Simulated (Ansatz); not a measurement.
Consider the formal exchange of groups at a C–C bond: `C[CH2][Al]([F])[F]` + `C1CSC1` → `CC1CCS1` + `[CH3][Al]([F])[F]`.

Program: Ansatz. Geometries: PBE0-D4/def2-TZVP. ΔE: electronic, gas phase. CCSD(T)/CBS is the MP2 limit (def2-TZVPP, def2-QZVPP) plus CCSD(T) − MP2 in def2-TZVPP, frozen cores. Functionals use def2-TZVPP. B3LYP here is the variant with VWN-RPA as its local correlation; programs differ in this. Each species was taken in one conformer, which may not be the lowest.

Is it downhill or uphill in electronic energy at CCSD(T)/CBS, and by how much? (Estimate.)

The calculation gave: Downhill: ΔE = -32.9 kJ/mol.

What do these levels give: r2SCAN-D4, PBE0-D4, ωB97M-V, PBE, r2SCAN, B3LYP, MP2/def2-TZVPP, SCS-MP2/def2-TZVPP, HF/def2-QZVPP, SCS-MP2/def2-QZVPP, HF/CBS(def2), MP2/CBS(def2)? (Estimate.)

Ansatz gave: r2SCAN-D4 -33.8, PBE0-D4 -31.3, ωB97M-V -31.6, PBE -29.2, r2SCAN -33.2, B3LYP -28.1, MP2/def2-TZVPP -35.7, SCS-MP2/def2-TZVPP -32.4, HF/def2-QZVPP -27.1, SCS-MP2/def2-QZVPP -32.7, HF/CBS(def2) -27.1, MP2/CBS(def2) -36.1 kJ/mol.

Largest T1 diagnostic among the species: 0.012.

The D4 term adds −3.1 kJ/mol with B3LYP and −1.8 kJ/mol with PBE0; it sums over pairs of atoms, weighted by their polarisabilities, and B3LYP, whose exchange is more repulsive, gets the larger term. In def2-TZVPP, CCSD(T) changes the Hartree–Fock value by −5.6 kJ/mol (the triples alone add −1.4 kJ/mol) and MP2 by −8.8 kJ/mol.
